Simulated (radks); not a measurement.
The dysprosium ion Dy4+, 62 electrons, occupied as [Xe] 4f8.

All-electron calculation, scalar-relativistic Kohn-Sham, MS2 meta-GGA, spin-polarised, spherical densities, finite nucleus; open shells are filled with parallel spins first (spin-orbit coupling, left out, can overturn this in heavy ions); meta-GGA in the generalised Kohn-Sham scheme; Fermi nuclear charge, rms radius 5.2218 fm. Program: a radial shooting solver on a logarithmic mesh with Libxc functionals.

Energy parts (eV):
part                      energy
total                 -330696.16
kinetic                356753.19
electron-nucleus      -805988.40
Hartree                125632.90
exchange-correlation    -7093.85

Orbitals (lengths in bohr, moments of r in powers of bohr; r(90%) holds 90 % of the orbital's charge):
[
 {"orbital": "1s up", "occ.": "1", "eigenvalue (eV)": "-53747.90", "<r^2>": "0.0006091", "r(90%)": "0.0382"},
 {"orbital": "1s down", "occ.": "1", "eigenvalue (eV)": "-53747.90", "<r^2>": "0.0006091", "r(90%)": "0.0382"},
 {"orbital": "2s up", "occ.": "1", "eigenvalue (eV)": "-9003.622", "<r^2>": "0.009509", "r(90%)": "0.139"},
 {"orbital": "2s down", "occ.": "1", "eigenvalue (eV)": "-9003.528", "<r^2>": "0.009509", "r(90%)": "0.139"},
 {"orbital": "2p up", "occ.": "3", "eigenvalue (eV)": "-7989.029", "<r^2>": "0.007709", "r(90%)": "0.129"},
 {"orbital": "2p down", "occ.": "3", "eigenvalue (eV)": "-7988.950", "<r^2>": "0.007708", "r(90%)": "0.129"},
 {"orbital": "3s up", "occ.": "1", "eigenvalue (eV)": "-2053.859", "<r^2>": "0.06273", "r(90%)": "0.343"},
 {"orbital": "3s down", "occ.": "1", "eigenvalue (eV)": "-2052.034", "<r^2>": "0.06260", "r(90%)": "0.343"},
 {"orbital": "3p up", "occ.": "3", "eigenvalue (eV)": "-1741.150", "<r^2>": "0.06313", "r(90%)": "0.349"},
 {"orbital": "3p down", "occ.": "3", "eigenvalue (eV)": "-1739.019", "<r^2>": "0.06298", "r(90%)": "0.349"},
 {"orbital": "3d up", "occ.": "5", "eigenvalue (eV)": "-1340.245", "<r^2>": "0.05296", "r(90%)": "0.330"},
 {"orbital": "3d down", "occ.": "5", "eigenvalue (eV)": "-1338.235", "<r^2>": "0.05280", "r(90%)": "0.330"},
 {"orbital": "4s up", "occ.": "1", "eigenvalue (eV)": "-454.5610", "<r^2>": "0.3146", "r(90%)": "0.757"},
 {"orbital": "4s down", "occ.": "1", "eigenvalue (eV)": "-449.1600", "<r^2>": "0.3147", "r(90%)": "0.757"},
 {"orbital": "4p up", "occ.": "3", "eigenvalue (eV)": "-351.1090", "<r^2>": "0.3550", "r(90%)": "0.811"},
 {"orbital": "4p down", "occ.": "3", "eigenvalue (eV)": "-345.5283", "<r^2>": "0.3554", "r(90%)": "0.812"},
 {"orbital": "4d up", "occ.": "5", "eigenvalue (eV)": "-210.3677", "<r^2>": "0.4225", "r(90%)": "0.905"},
 {"orbital": "4d down", "occ.": "5", "eigenvalue (eV)": "-204.3778", "<r^2>": "0.4249", "r(90%)": "0.908"},
 {"orbital": "5s up", "occ.": "1", "eigenvalue (eV)": "-96.4320", "<r^2>": "1.725", "r(90%)": "1.77"},
 {"orbital": "5s down", "occ.": "1", "eigenvalue (eV)": "-94.3217", "<r^2>": "1.787", "r(90%)": "1.81"},
 {"orbital": "5p up", "occ.": "3", "eigenvalue (eV)": "-70.2788", "<r^2>": "2.254", "r(90%)": "2.04"},
 {"orbital": "5p down", "occ.": "3", "eigenvalue (eV)": "-68.7510", "<r^2>": "2.319", "r(90%)": "2.07"},
 {"orbital": "4f up", "occ.": "7", "eigenvalue (eV)": "-57.0721", "<r^2>": "0.7150", "r(90%)": "1.26"},
 {"orbital": "4f down", "occ.": "1", "eigenvalue (eV)": "-51.0796", "<r^2>": "0.7696", "r(90%)": "1.31"},
 {"orbital": "5d up", "occ.": "0", "eigenvalue (eV)": "-38.1000", "<r^2>": "4.040", "r(90%)": "2.79"},
 {"orbital": "5d down", "occ.": "0", "eigenvalue (eV)": "-36.7296", "<r^2>": "4.210", "r(90%)": "2.86"},
 {"orbital": "6s up", "occ.": "0", "eigenvalue (eV)": "-32.5572", "<r^2>": "8.494", "r(90%)": "3.89"},
 {"orbital": "6s down", "occ.": "0", "eigenvalue (eV)": "-31.3581", "<r^2>": "9.075", "r(90%)": "4.01"}
]

The highest occupied level is 4f down at -51.080 eV. Spin moment in Bohr magnetons: 6.
